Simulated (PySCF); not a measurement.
SbF3, SMILES [F][Sb]([F])[F].

Geometry: B3LYP-D3(BJ)/def2-SVP. The isomer is the one that the SMILES or the coordinates give; other isomers of the formula were not compared. The def2 effective core potentials stand for the cores of Sb; spin–orbit coupling is left out.

These are B3LYP-D3(BJ)/def2-SVP in PySCF values and carry that method's errors.

Frequencies are harmonic and unscaled.

Modes within 1.5 cm⁻¹ of each other (mostly degenerate sets) share a row, with their intensities summed.

```json
[
 {"mode": "1–2", "ν (cm⁻¹)": "190", "IR (km/mol)": "11.5", "Raman (Å⁴/amu)": "1.5", "depolarisation": "0.75", "moving atoms (share of kinetic energy)": "F 94 %"},
 {"mode": "3", "ν (cm⁻¹)": "236", "IR (km/mol)": "25.3", "Raman (Å⁴/amu)": "1.0", "depolarisation": "0.70", "moving atoms (share of kinetic energy)": "F 81 %, Sb 19 %"},
 {"mode": "4–5", "ν (cm⁻¹)": "644", "IR (km/mol)": "157.7", "Raman (Å⁴/amu)": "11.9", "depolarisation": "0.75", "moving atoms (share of kinetic energy)": "F 85 %, Sb 15 %"},
 {"mode": "6", "ν (cm⁻¹)": "656", "IR (km/mol)": "53.7", "Raman (Å⁴/amu)": "8.5", "depolarisation": "0.00", "moving atoms (share of kinetic energy)": "F 87 %, Sb 13 %"}
]
```
